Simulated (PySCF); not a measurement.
Molfile (atoms numbered from 1):
```
C8H9NO
     RDKit          3D

 19 19  0  0  0  0  0  0  0  0999 V2000
    2.7980   -0.4334    0.9256 N   0  0  0  0  0  0  0  0  0  0  0  0
    2.1299    0.4514    0.1466 C   0  0  0  0  0  0  0  0  0  0  0  0
    2.6966    1.2965   -0.5052 O   0  0  0  0  0  0  0  0  0  0  0  0
    0.6220    0.2519    0.1783 C   0  0  0  0  0  0  0  0  0  0  0  0
    0.2166   -0.9939   -0.5569 C   0  0  0  0  0  0  0  0  0  0  0  0
   -1.0204   -1.4920   -0.4396 C   0  0  0  0  0  0  0  0  0  0  0  0
   -2.1093   -0.8309    0.2217 C   0  0  0  0  0  0  0  0  0  0  0  0
   -2.3028    0.5071    0.2251 C   0  0  0  0  0  0  0  0  0  0  0  0
   -1.4461    1.4583   -0.4245 C   0  0  0  0  0  0  0  0  0  0  0  0
   -0.1197    1.3317   -0.5430 C   0  0  0  0  0  0  0  0  0  0  0  0
    3.8036   -0.4025    0.9477 H   0  0  0  0  0  0  0  0  0  0  0  0
    2.3246   -1.1550    1.4382 H   0  0  0  0  0  0  0  0  0  0  0  0
    0.2772    0.1908    1.2189 H   0  0  0  0  0  0  0  0  0  0  0  0
    0.9565   -1.4733   -1.1820 H   0  0  0  0  0  0  0  0  0  0  0  0
   -1.2496   -2.4468   -0.8955 H   0  0  0  0  0  0  0  0  0  0  0  0
   -2.8922   -1.4677    0.6140 H   0  0  0  0  0  0  0  0  0  0  0  0
   -3.2334    0.8911    0.6236 H   0  0  0  0  0  0  0  0  0  0  0  0
   -1.9368    2.3175   -0.8625 H   0  0  0  0  0  0  0  0  0  0  0  0
    0.4754    2.0085   -1.1380 H   0  0  0  0  0  0  0  0  0  0  0  0
  1  2  1  0
  2  3  2  0
  2  4  1  0
  4  5  1  0
  5  6  2  0
  6  7  1  0
  7  8  2  0
  8  9  1  0
  9 10  2  0
 10  4  1  0
  1 11  1  0
  1 12  1  0
  4 13  1  0
  5 14  1  0
  6 15  1  0
  7 16  1  0
  8 17  1  0
  9 18  1  0
 10 19  1  0
M  END
```

PySCF 2.14 calculation with geometry: GFN2-xTB and PBE0/pcSseg-1 with gauge-including orbitals; in vacuum, non-relativistic Hamiltonian, equivalent nuclei averaged, single conformer.

References, each an isolated molecule treated in the same way: 13C vs TMS.

Question: Do the 13C shifts follow the atomic charges (in e)? Tabulate both.

Answer: 
```json
{"atoms": "C2", "hybridisation": "sp2", "δ (ppm)": "173.8", "σ para (ppm)": "-233", "Hirshfeld": "+0.18", "IAO": "+0.45", "Mulliken": "+0.49", "ESP-fitted": "+0.80"}
{"atoms": "C7/C8", "hybridisation": "sp2", "δ (ppm)": "137.7", "σ para (ppm)": "-206", "Hirshfeld": "-0.05", "IAO": "-0.16", "Mulliken": "-0.12", "ESP-fitted": "-0.13"}
{"atoms": "C6/C9", "hybridisation": "sp2", "δ (ppm)": "130.4", "σ para (ppm)": "-198", "Hirshfeld": "-0.06", "IAO": "-0.17", "Mulliken": "-0.06", "ESP-fitted": "-0.13"}
{"atoms": "C5/C10", "hybridisation": "sp2", "δ (ppm)": "124.4", "σ para (ppm)": "-194", "Hirshfeld": "-0.03", "IAO": "-0.13", "Mulliken": "-0.08", "ESP-fitted": "-0.21"}
{"atoms": "C4", "hybridisation": "sp3", "δ (ppm)": "47.2", "σ para (ppm)": "-110", "Hirshfeld": "-0.04", "IAO": "-0.18", "Mulliken": "-0.34", "ESP-fitted": "-0.06"}
```

Correlation coefficients of δ with charge over these carbons: Hirshfeld +0.59, IAO +0.64, Mulliken +0.85, ESP-fitted +0.54; with the paramagnetic shielding -1.00. Among the 4 sp2 carbons alone: Hirshfeld +0.96, IAO +0.96, Mulliken +0.95, ESP-fitted +0.98. With so few points, grouped by hybridisation, these coefficients are fragile. Charge is one influence among several: hybridisation and low-lying excitations act through the paramagnetic term.

Shifts are as computed. Against solution values, carbons near 30 ppm lie about +3 ppm off and those near 130 ppm about +5 ppm. Of 1211 compounds with measured shifts, 218 miss one by over three times the rms of a fit or turn the order of signals round; such compounds aren't used in these exercises. The C=O carbon of an acid or of an amide with N–H lies up to 10 ppm further downfield in solution, through hydrogen bonding that the calculation lacks.
